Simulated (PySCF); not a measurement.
In(H)(Br)(NH2) (BrH₃InN), SMILES [NH2][InH][Br]. The structure is a stationary point at PBE0-D3(BJ)/def2-SVP. The def2 effective core potentials stand for the cores of In; spin–orbit coupling is left out. Other conformers were not sampled.

Level of theory: PySCF with PBE0-D3(BJ)/def2-SVP.

Harmonic wavenumbers (cm⁻¹): 109, 225, 251, 314, 428, 454, 635, 733, 1507, 1870, 3602, 3718. Rotational constants (GHz): 9.785, 1.439, 1.255; symmetry number 1.

Problem. Work out the zero-point energy and the ideal-gas rigid-rotor harmonic-oscillator thermochemistry at 298.15 K and 1 atm.

Solution. ZPE = ½ Σ hcν = ½ × 13846 cm⁻¹ = 82.82 kJ/mol. H − E(el) = 100.40 kJ/mol. Entropy in J/(mol K): translation 175.54, rotation 114.22, vibration 44.33, total 334.08. G − E(el) = 0.79 kJ/mol. Cp = 82.35 J/(mol K). Modes under 150 cm⁻¹ make the vibrational entropy uncertain.
